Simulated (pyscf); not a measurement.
A first-order saddle from PySCF, ωB97X-D3(BJ)/def2-SVP:

```
Ge
F 1 1.7084
F 1 1.7084 2 109.39
F 1 1.7218 2 100.11 3 -115.91
F 1 1.9197 2 90.92 4 -141.66
Ge 5 2.0271 1 78.49 2 156.22
F 6 1.7194 5 103.36 1 126.20
F 6 1.7203 7 101.90 5 -104.96
```

Surface: singlet, charge 0. Lowest wavenumbers (cm⁻¹): 124i, 48, 66, 126, 141.

### Question
What reaction is this the transition state of?

### Answer
`[F][Ge]([F])([F])[Ge]([F])([F])[F]` ⇌ `[F][Ge]([F])([F])[F]` + `[F][Ge][F]` [singlet], a 1,1-elimination read from left to right: F–Ge, Ge–Ge broken and F–Ge formed. At ωB97M-D3(BJ)/def2-TZVP it lies +111.1 kJ/mol from the left side and +77.1 kJ/mol from the right (each side as separated species at their lowest minima found). On the product side the descent ends in an adduct with a F–Ge, F–Ge contact (not fully relaxed), 41.1 kJ/mol under the separated species and 91.0 kJ/mol under the saddle at ωB97X-D3(BJ)/def2-TZVP. What is counted as broken (F–Ge) persists as a longer contact in the product adduct; parting that adduct is a step of its own. At ωB97X-D3(BJ) the barrier from the zero used here is 123.5 kJ/mol. One saddle was located; it need not be the lowest between these sides. Elements up to Kr have no core potential and no relativistic terms here.
